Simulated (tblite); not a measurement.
Compound: C6H12BNO.
Numbering: `[CH3:1][C:2]#[N+:3][B@H-:4]1[CH2:5][CH2:6][CH2:7][CH2:8][O:9]1` (hydrogens: H10, H11, H12 on C1; H13 on B4; H14, H15 on C5; H16, H17 on C6; H18, H19 on C7; H20, H21 on C8)
Bond orders are those of one Lewis drawing.

Computed with GFN2-xTB (tblite), gas phase: L-BFGS steps from a force-field or distance-geometry start until the largest atomic force falls under 0.01 eV/Å.

Step 0: E = -739.4613 eV
```
atom  x, y, z in Å  |  force x, y, z in eV/Å
C1      4.1861    0.3454    0.6544   -1.150   0.103  -0.047
C2      2.7447    0.4015    0.3324    2.441  -0.145   0.647
N3      1.6290    0.4314    0.0979   -1.376   0.182  -0.250
B4      0.1676    0.4911   -0.2321   -0.417   0.139   0.554
C5     -0.3529   -1.0034   -0.5812    0.349  -0.668  -0.464
C6     -1.8818   -1.0117   -0.7387    0.129  -0.188   0.105
C7     -2.5518   -0.3435    0.4648   -0.269  -0.222   0.217
C8     -1.9587    1.0602    0.7002    0.105  -0.148   0.505
O9     -0.5709    0.9962    0.9652   -0.515   0.326  -0.114
H10     4.7150   -0.1626   -0.1634   -0.167   0.172   0.278
H11     4.5632    1.3791    0.7686   -0.165  -0.544  -0.053
H12     4.3259   -0.2149    1.6025   -0.107   0.348  -0.589
H13     0.0040    1.2107   -1.1489    0.331   0.397  -0.416
H14    -0.0492   -1.7045    0.2174   -0.226   0.136  -0.380
H15     0.1130   -1.3291   -1.5364   -0.257  -0.127   0.509
H16    -2.1666   -0.4697   -1.6533    0.128  -0.140   0.217
H17    -2.2317   -2.0564   -0.8249    0.010   0.332  -0.062
H18    -2.3950   -0.9730    1.3773   -0.042   0.529  -0.628
H19    -3.6459   -0.2645    0.2898    0.525  -0.002   0.129
H20    -2.1805    1.7243   -0.1638    0.186  -0.307   0.118
H21    -2.4724    1.5102    1.5821    0.485  -0.174  -0.277
```

Step 1: E = -739.4484 eV
```
atom  x, y, z in Å  |  force x, y, z in eV/Å
C1      4.1696    0.3469    0.6537    0.235  -0.006   0.037
C2      2.7796    0.3994    0.3417   -4.793   0.092  -0.903
N3      1.6094    0.4340    0.0943    4.444   0.002   0.998
B4      0.1616    0.4931   -0.2242   -0.312   0.179   0.288
C5     -0.3479   -1.0129   -0.5878   -0.060  -0.239  -0.096
C6     -1.8800   -1.0144   -0.7372    0.150  -0.013   0.109
C7     -2.5556   -0.3467    0.4679    0.082  -0.008  -0.051
C8     -1.9572    1.0581    0.7074   -0.031  -0.190   0.084
O9     -0.5782    1.0009    0.9636   -0.284   0.225  -0.031
H10     4.7126   -0.1601   -0.1594   -0.161   0.158   0.262
H11     4.5608    1.3714    0.7678   -0.094  -0.346  -0.026
H12     4.3244   -0.2100    1.5940   -0.072   0.209  -0.354
H13     0.0087    1.2164   -1.1549    0.289   0.237  -0.242
H14    -0.0524   -1.7026    0.2120   -0.123  -0.014  -0.221
H15     0.1093   -1.3309   -1.5291   -0.056  -0.225   0.122
H16    -2.1648   -0.4717   -1.6502    0.117  -0.111   0.188
H17    -2.2315   -2.0516   -0.8259   -0.036   0.150  -0.059
H18    -2.3956   -0.9654    1.3684   -0.008   0.274  -0.293
H19    -3.6384   -0.2645    0.2917    0.247   0.010   0.075
H20    -2.1779    1.7199   -0.1621    0.141  -0.314   0.144
H21    -2.4654    1.5077    1.5782    0.325  -0.069  -0.028
```

Step 2: E = -739.5755 eV
```
atom  x, y, z in Å  |  force x, y, z in eV/Å
C1      4.1637    0.3475    0.6537   -0.027  -0.025  -0.134
C2      2.7620    0.3991    0.3396   -0.540  -0.020   0.002
N3      1.6315    0.4352    0.0997    0.238   0.132   0.165
B4      0.1567    0.4953   -0.2185   -0.156   0.093   0.050
C5     -0.3461   -1.0190   -0.5915   -0.146   0.177   0.171
C6     -1.8781   -1.0157   -0.7357    0.118   0.033   0.086
C7     -2.5568   -0.3482    0.4690    0.266   0.118  -0.206
C8     -1.9567    1.0558    0.7113   -0.119  -0.194  -0.145
O9     -0.5836    1.0046    0.9626    0.025   0.159   0.041
H10     4.7104   -0.1579   -0.1558   -0.192   0.133   0.203
H11     4.5591    1.3654    0.7673   -0.116  -0.213  -0.024
H12     4.3232   -0.2062    1.5877   -0.104   0.121  -0.206
H13     0.0129    1.2207   -1.1593    0.318   0.155  -0.097
H14    -0.0547   -1.7018    0.2080   -0.066  -0.148  -0.103
H15     0.1072   -1.3334   -1.5249    0.054  -0.299  -0.121
H16    -2.1631   -0.4734   -1.6475    0.112  -0.079   0.154
H17    -2.2317   -2.0484   -0.8267   -0.076   0.042  -0.058
H18    -2.3959   -0.9600    1.3622    0.023   0.098  -0.062
H19    -3.6332   -0.2644    0.2931    0.074   0.019   0.033
H20    -2.1757    1.7157   -0.1603    0.104  -0.296   0.125
H21    -2.4600    1.5061    1.5761    0.211  -0.004   0.124
```

**Question.** Estimate the geometry and energy of step 3. (The exact step hangs on the optimiser's Hessian estimate; all steps are aligned on step 2, rigid shifts and turns removed.)

**Answer.** E = -739.5935 eV, largest force 0.493 eV/Å
```
atom  x, y, z in Å  |  force x, y, z in eV/Å
C1      4.1608    0.3473    0.6514   -0.133  -0.001  -0.069
C2      2.7577    0.3985    0.3409    0.148  -0.031   0.127
N3      1.6332    0.4378    0.1020   -0.473   0.138   0.027
B4      0.1532    0.4971   -0.2165   -0.080   0.102  -0.017
C5     -0.3477   -1.0176   -0.5897   -0.002   0.119   0.033
C6     -1.8758   -1.0155   -0.7341    0.058  -0.007   0.024
C7     -2.5530   -0.3467    0.4661    0.128   0.038  -0.108
C8     -1.9585    1.0523    0.7101   -0.019  -0.079  -0.026
O9     -0.5844    1.0080    0.9631    0.048   0.123   0.021
H10     4.7069   -0.1553   -0.1518   -0.121   0.046   0.053
H11     4.5568    1.3606    0.7668   -0.093  -0.091  -0.023
H12     4.3212   -0.2034    1.5830   -0.099   0.057  -0.108
H13     0.0189    1.2241   -1.1619    0.302   0.117  -0.041
H14    -0.0563   -1.7039    0.2054   -0.053  -0.149  -0.054
H15     0.1075   -1.3386   -1.5257   -0.003  -0.223  -0.007
H16    -2.1610   -0.4750   -1.6445    0.101  -0.038   0.091
H17    -2.2329   -2.0469   -0.8278   -0.065   0.032  -0.040
H18    -2.3957   -0.9572    1.3598    0.042   0.065  -0.028
H19    -3.6308   -0.2641    0.2939    0.082   0.020   0.011
H20    -2.1735    1.7102   -0.1580    0.062  -0.214   0.033
H21    -2.4554    1.5057    1.5776    0.170  -0.026   0.101
```

The energy changes by -0.0180 eV. The first-order estimate −F·Δx gives -0.0239 eV and the mean of the old and new forces, exact on a quadratic surface, -0.0179 eV. The step makes an angle of 22° with the force vector and moves no atom by more than 0.007 Å.

What follows is the cost of the whole relaxation. Hardware: one thread of an Arm Neoverse V1, no GPU, on a shared host. Cost: 0.56 s of wall time.
